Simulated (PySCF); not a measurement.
## Interval between two levels of Tc³⁺ by level of theory

Tc³⁺ [Kr] 4d4 [5D4, M_J = 4] → Tc³⁺ [Kr] 4d3 5s1 [5F5, M_J = 5], as a difference of total energies. All numbers are calculated (PySCF 2.14, the two-component X2C-1e Hamiltonian, in x2c-SVPall-2c with one added diffuse shell each of s, p, d type (7s9p7d1f, 76 functions)). Correlated levels: [Ar] 3d10 frozen; the 6 highest virtual spinors dropped. "Screened" scales the spin-orbit matrix elements by Boettger's factors to mimic the two-electron term; Breit and QED terms are absent.

```
                    method  interval between two levels (cm⁻¹)
           GHF (spin-free)                               78426
          GMP2 (spin-free)                               77813
 GHF (screened spin-orbit)                               79034
GMP2 (screened spin-orbit)                               78449
```

The labels give the starting determinants; with spin-orbit coupling the two ends relaxed to ⟨J²⟩ = 20.01, ⟨L²⟩ = 6.07, ⟨S²⟩ = 5.97 and ⟨J²⟩ = 30.01, ⟨L²⟩ = 12.12, ⟨S²⟩ = 5.96.
